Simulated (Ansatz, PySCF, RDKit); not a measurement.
Complex: H2O (SMILES O) (first 3 atoms) with CH3F (SMILES CF); geometry from B3LYP-D3(BJ)/def2-TZVP.
(charge 0, multiplicity 1):
```xyz
8

O     -0.1214    -0.0633     0.5828
H      0.0078     0.6366    -0.0644
H     -0.4799     0.3723     1.3672
C      0.4579    -0.3004     3.8082
F     -0.4778     0.6387     3.3495
H     -0.0737    -1.0533     4.3888
H      0.9402    -0.7493     2.9415
H      1.1838     0.2215     4.4308
```

Interaction energies are E(AB) − E(A) − E(B) at the monomers' geometry in the complex; basis-set methods are counterpoise corrected.

The values were computed with Ansatz (a first-principles code) with Gaussian orbitals; PySCF for the dispersion terms; RDKit for the force fields. Values without a source in brackets are computed.

One of these levels gives -3.21 kcal/mol for the interaction energy. Name it.
A. PBE-D4/def2-TZVPPD
B. MMFF94
C. HF/aug-cc-pVDZ

B, MMFF94. The others give -2.48 (HF/aug-cc-pVDZ), -3.80 (PBE-D4/def2-TZVPPD)
